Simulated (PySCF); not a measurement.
## Magnetic susceptibility: `InChI=1S/C7H12S/c1-3-6-4-7(6)5-8-2/h3,6-7H,1,4-5H2,2H3/t6-,7-/m1/s1`

Molfile (atoms numbered from 1):
```
C7H12S
     RDKit          3D

 20 20  0  0  0  0  0  0  0  0999 V2000
    3.3798   -0.3494    0.3884 C   0  0  0  0  0  0  0  0  0  0  0  0
    2.0640   -0.2755    0.5038 C   0  0  0  0  0  0  0  0  0  0  0  0
    1.2463    0.7737   -0.1192 C   0  0  2  0  0  0  0  0  0  0  0  0
   -0.0455    1.2105    0.5248 C   0  0  0  0  0  0  0  0  0  0  0  0
   -0.0888    0.4514   -0.7614 C   0  0  2  0  0  0  0  0  0  0  0  0
   -0.6032   -0.9603   -0.8161 C   0  0  0  0  0  0  0  0  0  0  0  0
   -2.3053   -1.0356   -1.4756 S   0  0  0  0  0  0  0  0  0  0  0  0
   -3.1947   -0.2463   -0.1047 C   0  0  0  0  0  0  0  0  0  0  0  0
    3.9504   -1.1282    0.8634 H   0  0  0  0  0  0  0  0  0  0  0  0
    3.9392    0.3684   -0.1889 H   0  0  0  0  0  0  0  0  0  0  0  0
    1.5318   -1.0108    1.0925 H   0  0  0  0  0  0  0  0  0  0  0  0
    1.8291    1.5430   -0.6121 H   0  0  0  0  0  0  0  0  0  0  0  0
   -0.2891    2.2623    0.5252 H   0  0  0  0  0  0  0  0  0  0  0  0
   -0.3427    0.6945    1.4265 H   0  0  0  0  0  0  0  0  0  0  0  0
   -0.3247    1.0119   -1.6591 H   0  0  0  0  0  0  0  0  0  0  0  0
   -0.6093   -1.4376    0.1634 H   0  0  0  0  0  0  0  0  0  0  0  0
   -0.0138   -1.5654   -1.5062 H   0  0  0  0  0  0  0  0  0  0  0  0
   -2.8193    0.7618    0.0404 H   0  0  0  0  0  0  0  0  0  0  0  0
   -3.0677   -0.8385    0.7976 H   0  0  0  0  0  0  0  0  0  0  0  0
   -4.2416   -0.2192   -0.3875 H   0  0  0  0  0  0  0  0  0  0  0  0
  1  2  2  0
  2  3  1  0
  3  4  1  0
  4  5  1  0
  5  6  1  0
  6  7  1  0
  7  8  1  0
  5  3  1  0
  1  9  1  0
  1 10  1  0
  2 11  1  0
  3 12  1  6
  4 13  1  0
  4 14  1  0
  5 15  1  6
  6 16  1  0
  6 17  1  0
  8 18  1  0
  8 19  1  0
  8 20  1  0
M  END
```

Computed, not measured: PySCF, GIAO B3LYP/pcSseg-1 magnetisability, rotational g tensor and spin-rotation constants, non-relativistic, gas phase. Geometry: GFN2-xTB.

**Question.** What are the magnetisability and the molar susceptibility?

**Answer.** Isotropic -1559 × 10⁻³⁰ J/T², or -93.9 × 10⁻⁶ cm³/mol; principal values -1630, -1554, -1493 × 10⁻³⁰ J/T², anisotropy 119 × 10⁻³⁰ J/T² (root of half the summed squared differences of the principal values). The susceptibility is in cgs units.

**Question.** Split it along the inertial axes a, b, c into diamagnetic and paramagnetic parts about the centre of mass, with the quadrupole moment.

**Answer.** 
| axis | χ (10⁻⁶ cm³/mol) | diamagnetic (10⁻⁶ cm³/mol) | paramagnetic (10⁻⁶ cm³/mol) | summed x² of all electrons (Å²) | quadrupole Θ (D Å) |
| --- | --- | --- | --- | --- | --- |
| a | -92.2 | -438.8 | 346.7 | 353.1 | -3.63 |
| b | -97.3 | -1648.3 | 1551.0 | 68.0 | +0.15 |
| c | -92.2 | -1786.8 | 1694.6 | 35.4 | +3.48 |

Anisotropies 2χaa − χbb − χcc = +5.1 and 2χbb − χaa − χcc = -10.1 × 10⁻⁶ cm³/mol. Θ is traceless in Buckingham's convention.

**Question.** And the rotational g tensor?

**Answer.** 
| axis | rotational constant (GHz) | g | nuclear part | electronic part |
| --- | --- | --- | --- | --- |
| a | 4.0578 | -0.0199 | 0.6409 | -0.6609 |
| b | 0.7855 | -0.0028 | 0.5696 | -0.5724 |
| c | 0.7196 | -0.0049 | 0.5679 | -0.5729 |

Asymmetric top; isotopes 12C, 1H, 32S; no vibrational averaging.
